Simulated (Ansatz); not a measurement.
Stepwise reaction of `[SH][Zr]([SH])([SH])[SH]` with hydrogen fluoride, as a gas-phase model of exchange steps in deposition or etching. ΔE in kJ/mol; ΔG adds harmonic PBE0-D4 terms to CCSD(T)/CBS, at 1 bar.

Isolated molecules relaxed with PBE0-D4/def2-TZVP in Ansatz; ΔE leaves out vibrations. CBS: MP2 limit from def2 TZ/QZ plus the TZ coupled-cluster correction, frozen cores. This one scheme is used for every species. Functionals use def2-TZVPP. B3LYP here is the variant with VWN-RPA as its local correlation; programs differ in this. Elements past krypton have def2 core potentials. For Zr outer-core shells are correlated without core-valence functions, which leaves a few kJ/mol of doubt a bond. Each species was taken in one conformer, which may not be the lowest.

```tsv
step	reaction	PBE-D4	B3LYP-D4	ωB97M-V	CCSD(T)/CBS	ΔG(600 K)
2	`[F][Zr]([SH])([SH])[SH]` + H–F → `[F][Zr]([F])([SH])[SH]` + H₂S	-78.4	-84.4	-89.0	-73.4	-85.6
3	`[F][Zr]([F])([SH])[SH]` + H–F → `[F][Zr]([F])([F])[SH]` + H₂S	-83.0	-88.8	-91.0	-78.3	-91.0
4	`[F][Zr]([F])([F])[SH]` + H–F → `[F][Zr]([F])([F])[F]` + H₂S	-87.2	-93.3	-94.6	-84.0	-71.9
```

(1) Give the row of step 1, `[SH][Zr]([SH])([SH])[SH]` + H–F → `[F][Zr]([SH])([SH])[SH]` + H₂S. (Estimate.)

(2) By hand: ΔE of the 4 steps together at CCSD(T)/CBS.

## Answers

(1) Ansatz gave: 
| step | reaction | PBE-D4 | B3LYP-D4 | ωB97M-V | CCSD(T)/CBS | ΔG(600 K) |
| --- | --- | --- | --- | --- | --- | --- |
| 1 | `[SH][Zr]([SH])([SH])[SH]` + H–F → `[F][Zr]([SH])([SH])[SH]` + H₂S | -80.4 | -86.7 | -89.5 | -73.1 | -74.2 |

(2) (-73.1) + (-73.4) + (-78.3) + (-84.0) = -308.8 kJ/mol, or -77.2 kJ/mol a step.

In ΔE step 4 is the lowest and step 1 the highest. All are downhill at CCSD(T)/CBS. ΔG lies between -91.0 and -71.9 kJ/mol a step. PBE-D4 differs from CCSD(T)/CBS by -7.3 to -3.2 kJ/mol a step. Isolated molecules leave out the surface, adducts and barriers. Largest T1 diagnostic: 0.019.
